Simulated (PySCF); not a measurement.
**TDDFT excited states: [C5H9N2]+**

C5H9N2 (charge +1).
SMILES: `Cn1cc[n+](C)c1`

Theory: TDDFT B3LYP/def2-SVPD, vertical, gas phase, core orbitals frozen in the response in PySCF. Geometry: GFN2-xTB; no solvent, vibrations or thermal averaging.

```tsv
state	λ (nm)	E (eV)	f	symmetry	main configurations (H = HOMO, L = LUMO)
S1	197.3	6.29	0.108	A1	H→L (92%)
S2	177.9	6.97	0.0004	–	H→L+1 (50%), H-1→L (48%)
S3	164.1	7.56	0.0050	B1 or B2	H→L+2 (99%)
S4	157.2	7.89	0.677	B1 or B2	H-1→L (49%), H→L+1 (46%)
S5	154.5	8.03	0.122	A1	H-1→L+1 (93%)
S6	151.9	8.16	0.0000	–	H→L+3 (99%)
S7	146.8	8.44	0.020	B1 or B2	H→L+4 (97%)
S8	144.5	8.58	0.0085	B1 or B2	H→L+5 (95%)
```

Triplets (Tamm–Dancoff): T1 4.63 eV, H→L (98%); T2 5.11 eV, H→L+1 (95%); T3 5.78 eV, H-1→L (96%).

The lowest singlet lies at 6.29 eV (197 nm, vacuum ultraviolet) and is of moderate strength; its leading configuration is HOMO→LUMO (92%). The most intense listed level is S4 at 7.89 eV (157 nm, f = 0.677), 1.60 eV above S1. Löwdin shares by element: HOMO carbon 75% or more, nitrogen 9% or more (atoms not listed hold the other 17%); LUMO nitrogen 41%, carbon 33% or more, hydrogen 8% or more (atoms not listed hold the other 18%). Weighted by f, the mean energy of these states is 7.74 eV. The oscillator strengths of these states sum to 0.941; summed over the whole spectrum of an exact calculation they would give the number of electrons, 52 (Thomas–Reiche–Kuhn). The listed states span 2.30 eV, and the widest gap between neighbours is 0.68 eV (S1 to S2). Symmetry labels in C2v follow from the direction of the transition dipole and are given only for states with f of 0.002 or more; B1 and B2 swap with the choice of axes. Singlets were solved by full linear response, triplets in the Tamm–Dancoff approximation.
